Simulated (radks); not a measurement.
Question: These are the eigenvalues of the occupied orbitals of an atom or ion with whole-number occupations (eV). Method: Dirac Kohn-Sham, LDA (Slater exchange, VWN5 correlation), spin-unpolarised, spherical densities, finite nucleus; Fermi nuclear charge, rms radius of each element as measured or else 0.836 A^(1/3) + 0.57 fm; computed with a radial shooting solver on a logarithmic mesh with Libxc functionals.

| orbital | eigenvalue |
|---|---|
| 1s1/2 | -87861.12 |
| 2s1/2 | -15714.46 |
| 2p1/2 | -15103.43 |
| 2p3/2 | -12916.48 |
| 3s1/2 | -3780.967 |
| 3p1/2 | -3502.816 |
| 3p3/2 | -3014.991 |
| 3d3/2 | -2553.212 |
| 3d5/2 | -2449.297 |
| 4s1/2 | -864.7377 |
| 4p1/2 | -744.0652 |
| 4p3/2 | -624.3963 |
| 4d3/2 | -426.6797 |
| 4d5/2 | -404.3377 |
| 5s1/2 | -156.3067 |
| 4f5/2 | -148.0797 |
| 4f7/2 | -143.0437 |
| 5p1/2 | -114.9088 |
| 5p3/2 | -92.3278 |
| 5d3/2 | -35.1712 |
| 5d5/2 | -32.5412 |
| 6s1/2 | -23.4785 |
| 7p1/2 | -4.7287 |
| 7p3/2 | -4.3655 |

Which element is it, and in what charge state? The configuration may be excited. Open shells, if any, are shared by 2j + 1.

Answer: Z = 82, lead, charge +1: Pb+ in [Hg] 7p1. The list shows which subshells hold electrons but not how many an open one holds; the 1s level, -3228.8 hartree, gives Z - s = 80.4 by -(Z - s)^2/2, which with screening and relativity narrows Z to a few neighbours, and the depths of the outer levels then fix element, charge and occupations together.
